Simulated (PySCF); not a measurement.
A structure optimised at B3LYP-D3(BJ)/def2-SVP, used in a PySCF frequency run:

```
C
O 1 1.4011
H 1 1.1058 2 108.26
H 1 1.1104 3 107.51 2 122.49
H 1 1.1104 3 107.51 4 115.01
Bi 2 2.1156 1 119.23 3 180.00
H 6 1.8243 2 95.17 1 44.54
H 6 1.8243 7 88.62 5 81.60
```

Task: Write its SMILES, formula and point group.

Result: C[O][BiH2], CH5BiO, Cs

Task: What are its rotational constants (standard atomic weights)?

Result: 28.246, 2.6667, 2.5571 GHz
